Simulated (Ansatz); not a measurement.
A calculation with Ansatz (development build ahead of 0.2.0).

```yaml
crystal:
  periodic: [false, false, false]
  atoms:
    - { symbol: Zr, position_ang: [-0.00279, -0.00958, -0.00069] }
    - { symbol: F, position_ang: [1.09277, 1.10054, 1.10177] }
    - { symbol: F, position_ang: [1.08876, -1.10244, -1.09572] }
    - { symbol: F, position_ang: [-1.10212, 1.08851, -1.09199] }
    - { symbol: F, position_ang: [-1.09207, -1.09942, 1.08593] }
basis:
  gaussian: { orbitals: STO-3G }
hamiltonian:
  xc: hf
correlation:
  method: mp2
  frozen_orbitals: { F: 1, Zr: 14 }
```

The input is written out in the form of the current development build from the run's settings.

The run gave:

```yaml
Converged: yes
Reference_energy: -3895.76392 hartree
Correlation_energy: -0.22258 hartree
Total_energy: -3895.98650 hartree
Spin_squared_of_the_determinant: 0.000
```

Caution: no unrestricted run beside it, a lower state can exist; other spin multiplicities were not run.
